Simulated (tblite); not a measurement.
C₅H₁₁Si₂ (doublet state).
Numbering: `[CH2:1]/[CH:2]=[CH:3]\[CH:4]1[SiH2:5][CH2:6][SiH2:7]1` (hydrogens: H8, H9 on C1; H10 on C2; H11 on C3; H12 on C4; H13, H14 on Si5; H15, H16 on C6; H17, H18 on Si7)

Cartesian coordinates in Å at the GFN2-xTB level; atoms count from 1:
```xyz
18
C5H11Si2 angstrom
C      2.047    0.847    0.064
C      2.126   -0.499    0.263
C      1.074   -1.403    0.361
C     -0.344   -1.093    0.260
Si    -1.007   -0.124   -1.298
C     -1.805    1.138   -0.094
Si    -1.114    0.243    1.455
H      1.109    1.361   -0.034
H      2.937    1.448   -0.001
H      3.119   -0.925    0.356
H      1.340   -2.438    0.529
H     -0.905   -2.025    0.363
H     -1.975   -0.912   -2.069
H      0.027    0.394   -2.189
H     -2.890    1.174   -0.142
H     -1.462    2.162   -0.216
H     -0.143    0.982    2.255
H     -2.144   -0.326    2.331
```

Calculated harmonic vibrations of the isolated species, GFN2-xTB (tblite), most abundant isotopes, no scaling. Errors from tens to a few hundred cm⁻¹ against measured bands are possible. Modes of hydrogen on silicon can be 10 to 20 % off. One conformer, not necessarily the lowest. Open shells enter through the occupations alone, without spin polarisation, and single modes of such species can be off by tens of per cent.

Harmonic wavenumbers (cm⁻¹): 81.1, 111.1, 148.7, 168.2, 285.4, 332.9, 342.4, 432.9, 458.7, 471.0, 477.4, 516.4, 560.7, 567.2, 624.3, 637.4, 664.2, 694.6, 695.5, 729.9, 749.4, 755.8, 794.8, 797.7, 930.1, 959.9, 977.8, 1041.2, 1047.7, 1085.2, 1223.0, 1258.1, 1306.0, 1384.6, 1450.9, 1468.4, 1519.0, 2220.1, 2228.9, 2285.9, 2291.1, 2940.9, 3005.7, 3016.1, 3024.1, 3043.1, 3116.5, 3144.3.

A = 2416, B = 1448, C = 1276 MHz; mass 127.040 u (most abundant isotopes); point group Cs, symmetry number 1; spin multiplicity 2.

Question: What is the zero-point energy?

Answer: ½Σν̃ = 29033 cm⁻¹ = 83.01 kcal/mol.

Question: What is S at 500 K and 1 bar for an ideal gas of classical rigid rotors and harmonic oscillators?

Answer: Translation 43.03, rotation 30.21, vibration 46.09, spin (R ln 2) 1.38: S = 120.7 cal/(mol K).

Question: And Cp and H(500 K) − H(0)?

Answer: Cp = 58.49 cal/(mol K), of which vibrations give 50.54 (their classical limit is 48 R = 95.4); H(500 K) − H(0) = 16.85 kcal/mol without the zero-point energy, 12.87 from vibrations.

Question: What must be added to the electronic energy to get the Gibbs energy at 500 K and 1 bar?

Answer: ZPE + [H(500 K) − H(0)] − T·S = 83.01 + 16.85 − 60.35 = 39.51 kcal/mol.

Question: Which modes carry the vibrational entropy at 500 K?

Answer: 81.1 cm⁻¹: 4.88; 111.1 cm⁻¹: 4.26; 148.7 cm⁻¹: 3.69; 168.2 cm⁻¹: 3.45; 285.4 cm⁻¹: 2.43; 332.9 cm⁻¹: 2.15 cal/(mol K); the other 42 give 25.22 together.

Hindered rotation and anharmonicity are outside this model. Other conformers, if any are populated, would add a mixing term that is left out.

Hardware: one thread of an Arm Neoverse V1 (shared host). Cost: 0.77 s of wall time. This covers the Hessian and the dipole derivatives.
